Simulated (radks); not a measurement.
Results of a calculation; reference values are marked as such.
Dy LVI, 11 electrons, occupied as [Ne] 3s1. Level of theory: Dirac Kohn-Sham, PBE, spin-unpolarised, spherical densities, point nucleus (a radial shooting solver on a logarithmic mesh with Libxc functionals).

Normalised radial functions P(r) = r R(r) (large component), r in bohr:

r	1s1/2
0.0009424	1.3145
0.001298	1.6996
0.001802	2.1915
0.002481	2.7737
0.003444	3.4700
0.004743	4.2167
0.006584	4.9797
0.009067	5.5994
0.01249	5.9223
0.01733	5.7471
0.02387	4.9624
0.03314	3.6156
0.04563	2.1246
0.06335	0.8992
0.08724	0.2547
0.1201	0.0406
0.1668	0.0027
0.2297	0.0001
0.3188	0.0000
0.4391	0.0000
0.6095	0.0000

1s1/2: eigenvalue -57958 eV, 0 radial nodes, <r> = 0.0211 bohr, 90 % of the charge inside 0.0382 bohr.
